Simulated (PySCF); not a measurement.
# Simulated absorption spectrum

Compound: p-dibromotetrafluorobenzene, C6Br2F4.
InChI=1S/C6Br2F4/c7-1-3(9)5(11)2(8)6(12)4(1)10

Computed with TDDFT CAM-B3LYP/def2-SVPD, vertical, gas phase, core orbitals frozen in the response (PySCF). Geometry: PBE0-D3(BJ)/def2-SVP; no solvent, vibrations or thermal averaging. Relativistic effects, spin–orbit coupling among them, are left out although an element past zinc is present.

Computed states:

```json
{"state": "S1", "E (eV)": "5.12", "f": "0.015"}
{"state": "S2", "E (eV)": "5.19", "f": "0.0000"}
{"state": "S3", "E (eV)": "5.54", "f": "0.0000"}
{"state": "S4", "E (eV)": "5.60", "f": "0.332"}
{"state": "S5", "E (eV)": "5.89", "f": "0.0006"}
{"state": "S6", "E (eV)": "6.45", "f": "0.044"}
{"state": "S7", "E (eV)": "6.48", "f": "0.0000"}
{"state": "S8", "E (eV)": "6.61", "f": "0.247"}
{"state": "S9", "E (eV)": "6.70", "f": "0.726"}
{"state": "S10", "E (eV)": "6.80", "f": "0.0000"}
```

Each state is given a Gaussian of 0.25 eV full width at half maximum, with ε(max) = 2.175×10⁸ f / Δν̃ (Δν̃ the width in cm⁻¹). The width is an assumption, not a result. The curve ends short of the highest state used, and states not computed would add to its high-energy end.

**Question.** Give the broadened spectrum and its maxima.

**Answer.** 
| E (eV) | ε (L mol⁻¹ cm⁻¹) |
| --- | --- |
| 4.74 | 3 |
| 4.77 | 8 |
| 4.79 | 14 |
| 4.82 | 32 |
| 4.85 | 67 |
| 4.87 | 106 |
| 4.90 | 197 |
| 4.93 | 337 |
| 4.95 | 461 |
| 4.98 | 690 |
| 5.01 | 954 |
| 5.03 | 1132 |
| 5.06 | 1370 |
| 5.09 | 1531 |
| 5.11 | 1577 |
| 5.14 | 1545 |
| 5.17 | 1402 |
| 5.19 | 1266 |
| 5.22 | 1048 |
| 5.25 | 888 |
| 5.27 | 867 |
| 5.30 | 1068 |
| 5.32 | 1438 |
| 5.35 | 2524 |
| 5.38 | 4492 |
| 5.40 | 6427 |
| 5.43 | 10383 |
| 5.46 | 15543 |
| 5.48 | 19469 |
| 5.51 | 25545 |
| 5.54 | 30948 |
| 5.56 | 33646 |
| 5.59 | 35685 |
| 5.62 | 34944 |
| 5.64 | 32964 |
| 5.67 | 28260 |
| 5.70 | 22373 |
| 5.72 | 18319 |
| 5.75 | 12707 |
| 5.78 | 8149 |
| 5.80 | 5807 |
| 5.83 | 3283 |
| 5.85 | 2159 |
| 5.88 | 1095 |
| 5.91 | 531 |
| 5.93 | 325 |
| 5.96 | 158 |
| 5.99 | 81 |
| 6.01 | 54 |
| 6.04 | 33 |
| 6.07 | 25 |
| 6.09 | 26 |
| 6.12 | 43 |
| 6.15 | 90 |
| 6.17 | 149 |
| 6.20 | 305 |

Maxima: 242 nm (5.12 eV), ε about 1600, made up of S1 (100%); 221 nm (5.60 eV), ε about 36000, made up of S4 (100%) (ε in L mol⁻¹ cm⁻¹; maxima over ε = 5, shares over 10%). At its high-energy end, 6.20 eV, the curve is still rising (ε about 310, from S6).

**Question.** Coming from long wavelengths, where does ε first pass 100 L mol⁻¹ cm⁻¹?

**Answer.** At about 255 nm (4.87 eV), 0.25 eV below S1.

**Question.** Does any computed singlet lie in the visible range?

**Answer.** No computed singlet lies in the visible range (380 to 750 nm); the lowest, at 242 nm, stands 1.85 eV above its violet end (3.26 eV).

**Question.** On this curve, what absorbance would a 10⁻⁵ mol/L sample give at 222 nm over a 1 cm path?

**Answer.** 222 nm is 5.585 eV, where ε is about 36000 L mol⁻¹ cm⁻¹, so A = ε c l ≈ 0.36 (Beer–Lambert, with the gas-phase spectrum and the assumed width).

The run took 3.3 min wall (grids of density and orbitals included) on an Arm Neoverse V1 with one thread, on a shared host, and the process peaked at 2.0 GiB of memory.
